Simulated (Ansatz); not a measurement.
BiI$_{3}$ (SMILES [I][Bi]([I])[I]), singlet, at a GFN2-xTB geometry (such geometries of metal compounds can be far from the true shape) (core potentials on Bi, I); HF/def2-SV(P) in Ansatz (a first-principles code).

Here is a job for Ansatz.
Ansatz 0.2 input:
```yaml
crystal:
  periodic: [false, false, false]
  atoms:
    - {symbol: Bi, position_ang: [-0.00303733, -0.01332568, 0.92117636]}
    - {symbol: I, position_ang: [0.41268267, -2.36086336, -0.51376290]}
    - {symbol: I, position_ang: [1.84681524, 1.54675341, -0.45250688]}
    - {symbol: I, position_ang: [-2.25474133, 0.83497847, -0.47632715]}
basis:
  gaussian:
    orbitals: def2-SV_P_.json
    point_charges:
      - {charge: 0.5, position_ang: [-3.8585, -3.3551, -1.9502]}
hamiltonian:
  xc: hf
```
The basis file holds def2-SV(P) in the JSON format of the Basis Set Exchange.

Predict the main parts of the log of this Ansatz run.


```
Functional definition: HF
1341 factors; integrals over basis functions are off by at most 1.4e-4 eV
mean field evaluation 1: about -30029.4131 eV, gradient 2.2e1 eV
mean field evaluation 2: about -30029.5668 eV, gradient 2.3e1 eV
mean field evaluation 4: about -30031.6806 eV, gradient 1.6e0 eV
mean field evaluation 8: about -30031.7196 eV, gradient 1.9e-1 eV
mean field evaluation 16: about -30021.4538 eV, gradient 9.2e0 eV
mean field -30031.71996248 eV, -1103.6453523903 hartree, gradient 4.7e-5 eV, S^2 0.000000; 1 other end points of the search recorded, 0 dependent functions left out
reference -30031.71996248 eV, -1103.6453523903 hartree; 49, 49 occupied and 55, 55 virtual orbitals, 1341 factors
Total energy: -30031.71996248 eV, -1103.6453523903 hartree
```
